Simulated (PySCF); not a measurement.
## Vertical excitation energies

C6H13NP (charge +1).
InChI=1S/C6H13NP/c1-4-8(5-6-8)7(2)3/h5-6H,4H2,1-3H3/q+1

Computed, not measured: PySCF, TDDFT B3LYP/def2-SVPD, vertical, gas phase, core orbitals frozen in the response. Geometry: PBE0-D3(BJ)/def2-SVP, one conformer, isolated ion. Torsions of this conformer, `[CH3:1][CH2:2][P+:3]1([N:4]([CH3:5])[CH3:6])[CH:7]=[CH:8]1`: C1–C2–P3–N4 -172°, C2–P3–N4–C5 -30°.

Question: Predict the UV-vis stick spectrum at this level.

Answer: 

| state | E (eV) | ν̃ (cm⁻¹) | f | \|μ\| (D) | main configurations (H = HOMO, L = LUMO) |
| --- | --- | --- | --- | --- | --- |
| S1 | 4.43 | 35770 | 0.0037 | 0.47 | H→L (99%) |
| S2 | 6.13 | 49450 | 0.034 | 1.20 | H→L+1 (66%), H→L+2 (28%) |
| S3 | 6.48 | 52300 | 0.088 | 1.89 | H→L+2 (62%), H→L+1 (29%) |
| S4 | 6.72 | 54190 | 0.0082 | 0.57 | H-2→L (65%), H-1→L (24%) |
| S5 | 6.86 | 55300 | 0.0084 | 0.57 | H-1→L (48%), H-2→L (24%), H-3→L (10%) |
| S6 | 7.17 | 57860 | 0.025 | 0.96 | H→L+3 (85%) |
| S7 | 7.48 | 60340 | 0.016 | 0.74 | H→L+4 (70%), H-3→L (16%) |
| S8 | 7.63 | 61500 | 0.016 | 0.75 | H-4→L (49%), H-3→L (14%), H→L+4 (14%) |
| S9 | 7.65 | 61700 | 0.0066 | 0.48 | H→L+5 (78%) |
| S10 | 7.79 | 62830 | 0.032 | 1.04 | H-3→L (38%), H-4→L (16%), H-1→L+1 (9%) |

Triplets (Tamm–Dancoff): T1 4.15 eV, H→L (95%); T2 4.98 eV, H-1→L (80%), H-3→L (14%); T3 5.46 eV, H→L+1 (95%); T4 6.00 eV, H→L+2 (86%).

The lowest singlet comes at 280 nm (428 kJ/mol) in the ultraviolet; it is very weak; its leading configuration is HOMO→LUMO (99%). The most intense listed level is S3 at 6.48 eV (191 nm, f = 0.088), 2.05 eV above S1. Löwdin shares by element: HOMO nitrogen 46%, carbon 16% or more, phosphorus 9% (atoms not listed hold the other 29%); LUMO carbon 77% or more, phosphorus 6%, hydrogen 5% or more. Orbital energies (eV): HOMO-3 -14.14, HOMO-2 -13.75, HOMO-1 -13.39, HOMO -11.22, LUMO -5.76, LUMO+1 -4.12, LUMO+2 -3.80. The oscillator strengths of these states sum to 0.237; summed over the whole spectrum of an exact calculation they would give the number of electrons, 70 (Thomas–Reiche–Kuhn). The listed states span 3.35 eV, and the widest gap between neighbours is 1.70 eV (S1 to S2). The vertical ionisation energy (ΔSCF) is 13.23 eV, 5.44 eV above S10. The window holds the lowest 10 singlets.
